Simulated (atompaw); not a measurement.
**Before and after: PAW (atompaw) potential for B (Z = 5)**

```json
{
  "Element": "boron (B)",
  "Generator": "atompaw 4.2.0.5",
  "Type": "PAW",
  "Functional": "PBE",
  "Relativity": "scalar-relativistic",
  "Frozen core": "[He]",
  "Valence charge": "3",
  "Reference configuration": "2s1 2p2",
  "Partial waves": "2s (bound): rc 3.00 bohr; 2s channel at 1.3 Ry: rc 1.55 bohr; 2p (bound): rc 3.00 bohr; 2p channel at 0.1 Ry: rc 3.00 bohr",
  "Local potential": "troulliermartins scheme with l = 2 at 0 Ry, radius 2.20 bohr",
  "Core correction": "smooth core density matched at 1.50 bohr",
  "Augmentation charge": "gaussian compensation charge, radius 2.25 bohr; PAW radius 3.00 bohr; waves and projectors: custom rrkj vanderbiltortho"
}
```

Change: all radii scaled by about 0.73 (s 2.18, p 2.18 bohr); local potential troulliermartins scheme with l = 2 at 0 Ry, radius 1.60 bohr; augmentation gaussian compensation charge, radius 1.64 bohr; PAW radius 2.18 bohr; waves and projectors: custom rrkj vanderbiltortho; core correction smooth core density matched at 1.10 bohr.

Cutoffs: the cutoffs (Ry, on a coarse ladder) from which the occupation-weighted sum of valence levels, in a spherical-Bessel basis at the reference potential, stays within 10 and 1 mRy of its value at 400 Ry; they do not see the model core or the augmentation charge, which bear on the density cutoff.

What does the change do?

The potential gets harder (6 Ry and 8 Ry → 12 Ry and 15 Ry); the bound ghost in s disappears. A smaller radius makes the pseudo-wave follow the all-electron one further in, where it bends more sharply, so more plane waves are needed.

| quantity | base | changed |
| --- | --- | --- |
| cutoff, loose | 6 Ry | 12 Ry |
| cutoff, tight | 8 Ry | 15 Ry |
| loose cutoff by channel (10 mRy a level) | s 6 Ry, p 6 Ry | s 8 Ry, p 12 Ry |
| bound ghosts | s | none |
| lowest overlap eigenvalue by channel | s 0.69, p 1.00 | s 0.49, p 0.94 |

 A true bound ghost makes a file unfit for plane-wave use even where its test errors are small: the radial tests pick states by their node count and pass the ghost by. The cutoffs see the waves, projectors and local potential, not the compensation charge or the core.
